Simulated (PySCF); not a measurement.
A structure optimised at B3LYP-D3(BJ)/def2-TZVPD, used in a PySCF frequency run:

```
Sb
H 1 1.7138
H 1 1.7138 2 91.40
H 1 1.7138 2 91.40 3 91.43
```
Charge 0, spin multiplicity 1.

Write its SMILES, formula and point group.

[SbH3], H3Sb, C3v

What are its rotational constants (standard atomic weights)?

87.421, 87.421, 83.319 GHz
